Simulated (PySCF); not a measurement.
Species: C₅H₁₁BS.
Z-matrix (Å and degrees, PBE0-D3(BJ)/def2-SVP geometry), rows numbered from 1:
```
C 
S   1  1.8167
B   2  1.7738  1  105.73
C   3  1.5652  2  125.24  1     3.16
C   4  1.5482  3  121.15  2  -173.99
C   5  1.5385  4   89.34  3  -135.83
C   6  1.5385  5   88.78  4    17.99
H   1  1.0980  2  110.81  3   -66.46
H   1  1.0977  2  107.47  3   174.55
H   1  1.0982  2  111.03  3    55.51
H   3  1.2112  2  112.57  1   179.50
H   4  1.1036  3  112.06  2   -41.56
H   5  1.1007  4  117.39  3   102.85
H   5  1.1014  4  111.29  3   -22.48
H   6  1.1008  5  118.03  4   138.96
H   6  1.1013  5  111.75  4   -94.65
H   7  1.1018  4  111.86  3    28.14
H   7  1.1007  4  117.25  3   -97.36
```

Level: PBE0/pcSseg-1 in PySCF, non-relativistic, on one gas-phase PBE0-D3(BJ)/def2-SVP geometry that isn't relaxed in the solvent. The solvent is an IEF-PCM continuum (van der Waals radii × 1.2). Specific hydrogen bonds and non-electrostatic terms are outside this model.

```tsv
run	E − E(gas) (kJ/mol)	HOMO (eV)	HOMO–LUMO gap (eV)	dipole (D)
gas	0.00	-7.49	6.74	2.09
P	-8.81	-7.51	6.77	2.69
Q	-7.62	-7.50	6.76	2.60
```

Q: The runs were made in chloroform and tetrahydrofuran. Which run belongs to which solvent?

A: P = tetrahydrofuran, Q = chloroform. The dielectric constants are 4.711 (chloroform), 7.426 (tetrahydrofuran), and the energy falls further as ε rises. In this model the ground state sees the solvent through ε alone.

Q: How constant is the ratio of the lowering to (ε − 1)/(2ε + 1)?

A: 
| solvent | (ε − 1)/(2ε + 1) | E − E(gas) (kJ/mol) | ratio (kJ/mol) | polarisation term (kJ/mol) |
| --- | --- | --- | --- | --- |
| chloroform | 0.356 | -7.62 | -21.4 | -8.67 |
| tetrahydrofuran | 0.405 | -8.81 | -21.7 | -10.23 |

The ratio changes by +1.5 % in size from chloroform to tetrahydrofuran. The polarisation term is half the interaction of the solute with the induced surface charges.
